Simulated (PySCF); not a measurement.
C2H7BO2S (SMILES COB(S)OC), singlet, at a GFN2-xTB geometry. Base run: B3LYP/6-31G, polarisability (PySCF).

PySCF was given this input:
```python
from pyscf import gto, scf, dft
from pyscf.prop import polarizability

mol = gto.Mole()
mol.atom = '''
    B     0.04893031    0.12657355    0.00518969
    O     0.41382625    1.34580804   -0.43672345
    C     0.23389499    1.78225074   -1.76985473
    H    -0.55996277    2.53167571   -1.78859000
    H     1.16962825    2.23406818   -2.10203084
    H    -0.03279309    0.95030325   -2.42145500
    O    -0.51835813   -0.78335210   -0.80592161
    C    -0.90888969   -2.08506391   -0.43401393
    H    -0.88186704   -2.21802842    0.64983909
    H    -1.92396504   -2.24983714   -0.79902919
    H    -0.23243105   -2.80346404   -0.90239409
    S     0.38784550   -0.17401170    1.78089644
    H     0.89743449    1.02383345    2.00774076
'''
mol.basis = '6-31g'
mol.verbose = 4
mol.build()

mf = dft.RKS(mol)
mf.xc = 'b3lyp'
mf.kernel()
alpha = mf.Polarizability().polarizability()[2, 2]
print('alpha_zz =', alpha)
```

Each row names what was changed in the base input (with any setting that the change needs).

```
change                                         alpha_zz (bohr³)  basis functions  core-seconds (rough)
---------------------------------------------  ----------------  ---------------  --------------------
base                                                      60.74               72                    30
finite field (a.u.) = 0.001; conv_tol = 1e-11             60.74               72                    30
finite field (a.u.) = 0.005; conv_tol = 1e-11             60.75               72                    20
basis = cc-pVDZ                                           63.70              123                    60
finite field (a.u.) = 2e-4; conv_tol = 1e-6               79.57               72                    20
functional = hf                                             [?]               72                     3
finite field (a.u.) = 0.001; conv_tol = 1e-6              61.43               72                    10
basis = def2-SVP                                          60.81              123                    50
finite field (a.u.) = 2e-4; conv_tol = 1e-11              60.74               72                    20
functional = lda,vwn                                      63.71               72                    10
functional = camb3lyp                                     59.10               72                    70
basis = 6-31G*                                              [?]              [?]                    30
```

Q: Some entries are withheld; supply them.

A: 
- functional = hf, alpha_zz (bohr³): 55.22
- basis = 6-31G*, alpha_zz (bohr³): 62.26
- basis = 6-31G*, basis functions: 102

Finite-field rows take the second difference of the energy in a field along z; a small field with loose convergence shows SCF noise divided by the square of the field, and a large one adds hyperpolarisability.
